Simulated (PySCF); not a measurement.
**Pm²⁺ (promethium, charge +2) across methods**

[Xe] 4f5, one real determinant. Computed with PySCF 2.14 in cc-pVTZ-X2C (10s9p7d5f3g1h, 145 functions), with scalar relativity by spin-free X2C-1e.

```csv
method,E (hartree),mean ε 5p α (eV),mean ε 5p β (eV),mean ε 4f α (eV),Σ⟨r²⟩ (bohr²),⟨S²⟩
UHF,-10015.57971,-42.292,-39.780,-25.517,40.91,8.756
PBE,-10018.98,-36.374,-34.648,-16.360,41.23,8.753
PBE0,-10018.95,-38.119,-36.264,-18.774,41.03,8.753
r2SCAN,-10019.33,-37.027,-35.103,-16.566,41.06,8.755
```

(1) Estimate the same row for LDA.

⟨L²⟩ = 24.03 against 30 for a pure H term, so this real determinant mixes terms. Spin-orbit coupling, absent here, splits the open shell strongly.

Answers

(1) E (hartree) = -10011.43; mean ε 5p α (eV) = -36.562; mean ε 5p β (eV) = -34.895; mean ε 4f α (eV) = -16.504; Σ⟨r²⟩ (bohr²) = 41.19; ⟨S²⟩ = 8.752.
